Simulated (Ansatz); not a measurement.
Input file for CH5NSSn (`[NH2][SnH]1[CH2][S]1`):

```yaml
crystal:
  periodic: [false, false, false]
  atoms:
    - {symbol: N, position_ang: [-0.929622, 1.671657, -0.366970]}
    - {symbol: Sn, position_ang: [0.604825, 0.405938, -0.047160]}
    - {symbol: C, position_ang: [0.192479, -1.499705, 0.730246]}
    - {symbol: S, position_ang: [0.555656, -1.744878, -1.080195]}
    - {symbol: H, position_ang: [-1.767488, 1.186503, -0.664455]}
    - {symbol: H, position_ang: [-0.719724, 2.376315, -1.062989]}
    - {symbol: H, position_ang: [2.067588, 1.242545, 0.078242]}
    - {symbol: H, position_ang: [-0.834167, -1.721028, 1.006453]}
    - {symbol: H, position_ang: [0.918954, -1.963547, 1.389928]}
basis:
  gaussian: {orbitals: def2-TZVPP}
correlation: {method: ccsd_t}
```

```sh
$ ansatz run in.yaml --threads 4 --pin off --events-out ev --progress --plain --max-ram 10444MiB
```

The program prints (abridged):

```
Functional definition: HF
1476 factors; integrals over basis functions are off by at most 1.1e-3 eV
mean field evaluation 1: about -19210.8503 eV, gradient 4.0e1 eV
mean field evaluation 2: about -19211.0851 eV, gradient 4.0e1 eV
mean field evaluation 4: about -19214.8245 eV, gradient 3.6e0 eV
mean field evaluation 8: about -19214.8837 eV, gradient 3.2e-1 eV
mean field evaluation 16: about -19214.8844 eV, gradient 2.7e-6 eV
mean field -19214.88439596 eV, -706.1339772350 hartree, gradient 2.7e-6 eV, S^2 0.000000; 0 other end points of the search recorded, 0 dependent functions left out
11 core orbitals not correlated: weight in the atoms' cores, before any rotation towards them, 1.000 or more for the frozen orbitals, at most 0.000 for the correlated occupied ones
reference -19214.88439596 eV, -706.1339772350 hartree; 17, 17 occupied and 196, 196 virtual orbitals, 1476 factors
second order -24.25057477 eV of doubles, -0.00000000 eV of singles
cycle   1  -24.13816921 eV  change    1.1e-1 eV  update   1.2e-1
cycle   2  -24.76564970 eV  change   -6.3e-1 eV  update   3.4e-2
cycle   3  -24.89133211 eV  change   -1.3e-1 eV  update   1.8e-2
cycle   4  -24.87727478 eV  change    1.4e-2 eV  update   4.8e-3
cycle   5  -24.87571145 eV  change    1.6e-3 eV  update   2.5e-3
cycle   6  -24.87646759 eV  change   -7.6e-4 eV  update   8.1e-4
cycle   7  -24.87612895 eV  change    3.4e-4 eV  update   3.6e-4
cycle   8  -24.87607920 eV  change    5.0e-5 eV  update   1.2e-4
cycle   9  -24.87613116 eV  change   -5.2e-5 eV  update   5.3e-5
cycle  10  -24.87611504 eV  change    1.6e-5 eV  update   2.1e-5
perturbative correction -1.05906151 eV, -0.0389197927 hartree
Total energy: -19240.81957251 eV, -707.0870773938 hartree
```

Hardware: 4 threads of an Arm Neoverse V1 on a shared host. Wall time 2.4 min, peak host memory 3.9 GiB.

The correlation energy is -25.935 eV, 4.1 % of it from (T); the T1 diagnostic reads 0.0136.
